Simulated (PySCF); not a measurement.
GeH4, SMILES [GeH4]. Geometry optimised at ωB97X-D3(BJ)/def2-TZVPD. The isomer is the one that the SMILES or the coordinates give; other isomers of the formula were not compared.

These are PySCF with ωB97X-D3(BJ)/def2-TZVPD values and carry that method's errors.

Harmonic wavenumbers (cm⁻¹): 843, 843, 843, 941, 941, 2196, 2196, 2196, 2201. Rotational constants (GHz): 80.11, 80.11, 80.11; symmetry number 12.

Work out the zero-point energy and the ideal-gas rigid-rotor harmonic-oscillator thermochemistry at 298.15 K and 1 atm.

ZPE = ½ Σ hcν = ½ × 13202 cm⁻¹ = 78.96 kJ/mol. H − E(el) = 89.65 kJ/mol. Entropy in J/(mol K): translation 162.87, rotation 50.83, vibration 3.20, total 216.89. G − E(el) = 24.99 kJ/mol. Cp = 44.39 J/(mol K).
